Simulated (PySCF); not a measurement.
PySCF 2.14 output of a UHF calculation on a single atom or ion in x2c-TZVPPall with one added diffuse shell each of s, p, d, f type (12s8p8d5f2g, 129 functions), with the spin-free X2C one-electron Hamiltonian (Gaussian nucleus):

```
SCF conv_tol = 1e-09
number electrons alpha = 34  beta = 30
cycle= 1 E= -12151.7504812795  delta_E= -0.00785  |g|= 0.0278  |ddm|= 0.0277
cycle= 2 E= -12151.7505439919  delta_E= -6.27e-05  |g|= 0.00413  |ddm|= 0.0034
cycle= 3 E= -12151.7505456942  delta_E= -1.7e-06  |g|= 0.00389  |ddm|= 0.0029
cycle= 4 E= -12151.7505470979  delta_E= -1.4e-06  |g|= 0.000501  |ddm|= 0.00119
cycle= 5 E= -12151.7505472784  delta_E= -1.8e-07  |g|= 7.86e-05  |ddm|= 0.000566
cycle= 6 E= -12151.7505472814  delta_E= -3.05e-09  |g|= 2.92e-05  |ddm|= 8.2e-05
cycle= 7 E= -12151.7505472816  delta_E= -2.07e-10  |g|= 4.22e-06  |ddm|= 2.47e-05
converged SCF energy = -12151.7505472816  <S^2> = 6.0073577  2S+1 = 5.0029422
```

The run itself started from symmetry-adapted Hartree-Fock orbitals and held the occupation by maximum overlap, so the iterations belong to that start.

Problem. Which element, charge and spin multiplicity is this?

Solution. Dy²⁺ (dysprosium, charge +2), multiplicity 5; the state was [Xe] 4f10, one real determinant.

⟨L²⟩ = 34.03 against 42 for a pure I term, so this real determinant mixes terms. Spin-orbit coupling, absent here, splits the open shell strongly.
